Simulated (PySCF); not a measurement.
# Working out the ionisation energy of P²⁺

P²⁺ [Ne] 3s2 3p1 (2P) → P³⁺ [Ne] 3s2 (1S). Computed with PySCF 2.14 in dyall-av2z (13s9p2d, 50 functions), with no relativity, point nucleus. Frozen: [Ne]; the 16 highest virtual orbitals dropped. Energies in hartree (1 hartree = 27.21139 eV):

| part | P²⁺ (lower) | P³⁺ (upper) |
| --- | --- | --- |
| UHF | -339.640394 | -338.556166 |
| MP2 opposite-spin | -0.037295 | -0.032668 |
| MP2 same-spin | -0.002508 | 0.000000 |

**Question.** What does Hartree-Fock give?

**Answer.** (-338.556166) − (-339.640394) = 1.084228 hartree = 29.503 eV.

**Question.** What do MP2 and SCS-MP2 (6/5 opposite-spin, 1/3 same-spin) give?

**Answer.** The opposite-spin parts differ by 0.126 eV and the same-spin parts by 0.068 eV. MP2: 29.503 + (0.126) + (0.068) = 29.697 eV. SCS-MP2: 29.503 + 1.2 × (0.126) + (0.068)/3 = 29.677 eV.

A first-order spin-orbit estimate adds 0.040 eV to MP2 (valence), giving 29.737 eV against 30.203 eV (measured; NIST Atomic Spectra Database, ionization energies).

A double-zeta basis recovers only part of the correlation energy.

What remains against the reference includes basis incompleteness, the frozen core and correlation beyond second order.
